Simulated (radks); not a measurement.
Values are calculated unless marked as measured or tabulated.
Spin polarisation of the 3p4 shell in Ar2+. Start: [Ne] 3s2 3p(up 2, down 2); electrons of 3p are moved from spin down to spin up, other shells keep equal spins. Level of theory: scalar-relativistic Kohn-Sham, PBE, spin-polarised, spherical densities, finite nucleus; Fermi nuclear charge, rms radius of each element as measured or else 0.836 A^(1/3) + 0.57 fm (a radial shooting solver on a logarithmic mesh with Libxc functionals).

moment (Bohr magnetons)  E - E(0) (eV)  e(3p up) (eV)  e(3p down) (eV)  3s down minus up (eV)
0                                0.000        -35.423          -35.423                  0.000
0.5                             -0.076        -35.717          -35.105                  0.648
1                               -0.306        -35.988          -34.761                  1.300
1.5                             -0.691        -36.239          -34.388                  1.959
2                               -1.233        -36.468          -33.982                  2.630

At moment 2 the spin-polarisation energy is -1.233 eV and the 3p exchange splitting 2.486 eV, that is 1.243 eV per Bohr magneton; E = -I m^2/4 would give I = 1.233 eV.
